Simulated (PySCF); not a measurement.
**Electron correlation in Sr²⁺ (strontium, charge +2)**

[Kr], closed-shell 1S. Calculation: PySCF 2.14, in Sapporo-DKH3-DZP-2012 (7s6p2d, 35 functions); scalar relativity by spin-free X2C-1e. Frozen: [Ar] 3d10 4s2; 6 electrons correlated.

Total MP2 correlation energy: -113.78 mhartree.

Same-spin part -34.14 and opposite-spin part -79.64 mhartree; SCS-MP2 scales them by 1/3 and 6/5 to -106.95 mhartree.

```
  level  correlation energy (mhartree)
   CCSD                        -123.27
    (T)                          -0.13
CCSD(T)                        -123.40
```

Diagnostics: T1 = 0.0019, D1 = 0.0027, largest double amplitude 0.045.

Task: Is a single reference adequate?

Result: Yes, within this model without spin-orbit coupling: T1 lies below 0.03 and no double amplitude reaches 0.07.
